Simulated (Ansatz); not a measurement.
CH3BN2 (`BN=C=N`). Total charge 0; spin multiplicity 1.

```xyz
7

B    -0.9323   -0.7481    1.0187
N    -0.0601   -0.0416    0.2039
C     0.6648    0.5413   -0.5484
N     1.4691    1.1957   -1.1920
H    -1.7530   -1.4569    0.5142
H    -0.8407   -0.6298    2.2046
H     1.4521    1.1395   -2.2011
```

**Question.** List the harmonic frequencies (cm⁻¹, unscaled) at PBE0-D4/def2-TZVP in Ansatz. (An estimate is asked.)

**Answer.** Ansatz gave: 126, 136, 507, 563, 611, 890, 928, 942, 1003, 1236, 1585, 2354, 2583, 2668, 3615.

**Question.** Is this a minimum?

**Answer.** Yes, all 15 modes are real.

**Question.** Give the ideal-gas thermochemistry at 298.15 K and 1 bar (rigid rotor, harmonic oscillator; point group Cs, symmetry number 1).

**Answer.** Zero-point energy 118.1 kJ/mol; H(298) − E = 133.6 kJ/mol; entropy 284.6 J/(mol·K), of which translation 158.6, rotation 92.6, vibration 33.4; G(298) − E = 48.7 kJ/mol.

**Question.** Rotational constants (cm⁻¹)?

**Answer.** 5.845, 0.1442, 0.1407.
